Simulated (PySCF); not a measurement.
## Radial density of Ar³⁺ (argon, charge +3)

B3LYP, [Ne] 3s2 3p3, high-spin 4S determinant. All numbers are calculated (PySCF 2.14, the spin-free X2C one-electron Hamiltonian (Gaussian nucleus), in x2c-SVPall).

```json
{"r (bohr)": "0.00139", "4πr²ρ (e/bohr)": "0.09579", "4πr²(ρα − ρβ)": "0.0000"}
{"r (bohr)": "0.00234", "4πr²ρ (e/bohr)": "0.2667", "4πr²(ρα − ρβ)": "0.0000"}
{"r (bohr)": "0.00393", "4πr²ρ (e/bohr)": "0.7224", "4πr²(ρα − ρβ)": "0.0001"}
{"r (bohr)": "0.00661", "4πr²ρ (e/bohr)": "1.839", "4πr²(ρα − ρβ)": "0.0002"}
{"r (bohr)": "0.0111", "4πr²ρ (e/bohr)": "4.248", "4πr²(ρα − ρβ)": "0.0006"}
{"r (bohr)": "0.0187", "4πr²ρ (e/bohr)": "8.974", "4πr²(ρα − ρβ)": "0.0021"}
{"r (bohr)": "0.0314", "4πr²ρ (e/bohr)": "15.80", "4πr²(ρα − ρβ)": "0.0088"}
{"r (bohr)": "0.0529", "4πr²ρ (e/bohr)": "20.90", "4πr²(ρα − ρβ)": "0.0412"}
{"r (bohr)": "0.0889", "4πr²ρ (e/bohr)": "18.04", "4πr²(ρα − ρβ)": "0.1624"}
{"r (bohr)": "0.150", "4πr²ρ (e/bohr)": "14.41", "4πr²(ρα − ρβ)": "0.4535"}
{"r (bohr)": "0.252", "4πr²ρ (e/bohr)": "20.33", "4πr²(ρα − ρβ)": "0.5950"}
{"r (bohr)": "0.423", "4πr²ρ (e/bohr)": "15.74", "4πr²(ρα − ρβ)": "0.0706"}
{"r (bohr)": "0.712", "4πr²ρ (e/bohr)": "4.547", "4πr²(ρα − ρβ)": "0.8065"}
{"r (bohr)": "1.20", "4πr²ρ (e/bohr)": "4.602", "4πr²(ρα − ρβ)": "2.6657"}
{"r (bohr)": "2.01", "4πr²ρ (e/bohr)": "1.227", "4πr²(ρα − ρβ)": "0.7581"}
{"r (bohr)": "3.39", "4πr²ρ (e/bohr)": "0.06692", "4πr²(ρα − ρβ)": "0.0592"}
{"r (bohr)": "5.70", "4πr²ρ (e/bohr)": "1.179e-05", "4πr²(ρα − ρβ)": "0.0000"}
```

Densities and radii are taken from the X2C orbitals without a picture-change correction, which distorts them close to the nucleus.
